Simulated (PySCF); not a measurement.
**NMR data sheet: C$_{9}$H$_{12}$Si**

```
Formula                               : C9H12Si
SMILES                                : c1ccc(C2C[SiH2]C2)cc1
InChI                                 : InChI=1S/C9H12Si/c1-2-4-8(5-3-1)9-6-10-7-9/h1-5,9H,6-7,10H2
Point group of the computed structure : Cs
Degrees of unsaturation               : 5
Carbon signals                        : 6
Proton signals                        : 8
```

Atom-mapped SMILES (the numbers label the heavy atoms): `[cH:1]1[cH:2][cH:3][c:4]([CH:5]2[CH2:6][SiH2:7][CH2:8]2)[cH:9][cH:10]1`. Each H is labelled by its parent atom. Ha(C6), Ha(Si7), Ha(C8) are cis to C4 on the ring; Hb(C6), Hb(Si7), Hb(C8) are trans to C4 on the ring.

Computational details: GFN2-xTB geometry, shieldings: GIAO PBE0/pcSseg-1, in PySCF 2.14 (non-relativistic Hamiltonian, fast rotation and ring inversion assumed for equivalent nuclei, no solvent, one conformer).

Chemical shifts δ = σref − σ; TMS for ¹H (σref 31.72) and ¹³C (σref 186.93) and ²⁹Si (σref 349.16), all at this level.

| carbon | δC, type | δH (multiplicity) | HMBC from (2–3 bonds) | span of the C tensor (ppm) |
| --- | --- | --- | --- | --- |
| C1 | 131.1, CH | 7.48 (t) | H(C3)/H(C9), H(C2)/H(C10) | 231 |
| C2/C10 | 134.1, CH | 7.64 (m) | H(C3)/H(C9), H(C2)/H(C10), H(C1) | 235 |
| C3/C9 | 131.6, CH | 7.65 (m) | H(C3)/H(C9), H(C2)/H(C10), H(C1), H(C5) | 215 |
| C4 | 160.2, C | – | H(C3)/H(C9), H(C2)/H(C10), H(C5), Hb(C6)/Hb(C8), Ha(C6)/Ha(C8) | 231 |
| C5 | 42.8, CH | 3.52 (m) | H(C3)/H(C9), Ha(Si7), Hb(Si7), Hb(C6)/Hb(C8), Ha(C6)/Ha(C8) | 13 |
| C6/C8 | 21.1, CH2 | Hb(C6) 2.22 (m); Ha(C6) 1.51 (m) | Ha(Si7), Hb(Si7), H(C5), Hb(C6)/Hb(C8), Ha(C6)/Ha(C8) | 64 |

Other nuclei:
| atoms | nucleus | environment | δ (ppm) | σ (ppm) |
| --- | --- | --- | --- | --- |
| Ha(Si7) | ¹H | hydrogen on a silicon bonded to 2 C, in a 4-membered ring | 5.08 | 26.64 |
| Hb(Si7) | ¹H | hydrogen on a silicon bonded to 2 C, in a 4-membered ring | 4.90 | 26.81 |
| Si7 | ²⁹Si | silicon bonded to 2 C, 2 H, in a 4-membered ring | -38.8 | 388.0 |

1. Carbon types of the structure: 1 × C, 6 × CH, 2 × CH2, leaving 2 H on heteroatoms.
2. δC 160.2: substituted aromatic carbon.
3. δC 134.1, 131.6, 131.1: aromatic CH; the aromatic region.
4. δC 42.8: sp3 CH on an aromatic ring; aliphatic region, no heteroatom directly attached.
5. δH 7.65, 7.64, 7.48: hydrogen on an aromatic CH; aromatic region.
6. δH 5.08, 4.90: hydrogen on a silicon bonded to 2 C, in a 4-membered ring.

Shifts are as computed. Against solution values, carbons near 30 ppm lie about +3 ppm off and those near 130 ppm about +5 ppm. Of 1211 compounds with measured shifts, 218 miss one by over three times the rms of a fit or turn the order of signals round; such compounds aren't used in these exercises. Multiplicities follow the n + 1 count of equivalent neighbours, as no J values were calculated; m marks all less simple cases, F and P coupling included.
